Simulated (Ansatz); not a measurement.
A made-up structure of H₂TeSO, singlet:

```json
{"atom": "O1", "x (Å)": "-1.5103", "y (Å)": "-1.0687", "z (Å)": "-0.0539"}
{"atom": "Te2", "x (Å)": "-0.8188", "y (Å)": "0.6504", "z (Å)": "-0.8020"}
{"atom": "S3", "x (Å)": "1.3371", "y (Å)": "1.3555", "z (Å)": "-0.0558"}
{"atom": "H4", "x (Å)": "-1.1382", "y (Å)": "-1.7518", "z (Å)": "0.4273"}
{"atom": "H5", "x (Å)": "2.1302", "y (Å)": "0.8146", "z (Å)": "0.4845"}
```

It is relaxed with PBE-D4/def2-SVP and then PBE0-D4/def2-TZVP (Ansatz 0.2.0). Atoms count as bonded within 1.22 times the sum of their covalent radii (H–H: 0.88 Å). The end point is not checked to be a true minimum.

Question: Does its bonding change? (A judgement: the text doesn't fix the answer.)

Answer: The calculation gives: No: no bond forms or breaks.

Where it ends: The first stage lowers the energy by 3.01 eV in 9 steps. It ends as H₂TeSO ([OH][Te][SH]):
O1  (-1.485, -0.784, 0.226)
Te2  (-0.559, 0.366, -1.063)
S3  (1.008, 1.445, 0.330)
H4  (-0.989, -1.603, 0.321)
H5  (2.025, 0.576, 0.187)
(Å)

Labels in which every atom is bracketed show which atoms are joined, not bond orders.

For scale, one of the runs: PBE0-D4/def2-TZVP relaxation, 130 basis functions, launched by `ansatz run in.yaml --threads 2 --pin off --events-out ev --progress --plain --max-ram 4352MiB`. Hardware: 2 CPU threads of an Intel Xeon Platinum 8259CL, shared host. Wall time about 28 s.
